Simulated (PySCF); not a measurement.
# Correlation energy of Zr⁺ (zirconium, charge +1)

[Kr] 4d1 5s1 5p1, one real determinant (an excited configuration). All numbers are calculated (PySCF 2.14, the spin-free X2C one-electron Hamiltonian (Gaussian nucleus), in x2c-TZVPPall with one added diffuse shell each of s, p, d, f type (9s7p7d3f1g, 95 functions)). Frozen: [Kr]; 3 electrons correlated.

MP2 pair energies summed by pair of shells (mhartree):

| pair | energy | share (%) |
| --- | --- | --- |
| 4d-5s | -4.05 | 39.8 |
| 5s-5p | -3.53 | 34.7 |
| 4d-5p | -2.60 | 25.5 |

Total MP2 correlation energy: -10.18 mhartree.

Same-spin part -10.18 and opposite-spin part 0.00 mhartree; SCS-MP2 scales them by 1/3 and 6/5 to -3.39 mhartree.

The reference is one real determinant that mixes LS terms of this configuration.
